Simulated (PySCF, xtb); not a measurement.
TaOCl3, SMILES [Cl][Ta]([Cl])([Cl])=[O], multiplicity 1.

GFN2-xTB run with xtb at its own geometry gives an orbital gap of 3.74 eV and a dipole moment of 3.91 D.

Geometry optimised at B3LYP-D3(BJ)/def2-SVP. The spin state was assumed, not searched. The isomer is the one that the SMILES or the coordinates give; other isomers of the formula were not compared. The def2 effective core potentials stand for the cores of Ta; spin–orbit coupling is left out.

Question: What does PBE0/def2-TZVP (PySCF) give? (An estimate is asked for; the answer gives what the named calculation found.)

Answer: gap 6.84 eV (levels -9.78 and -2.94 eV), dipole 1.61 D.
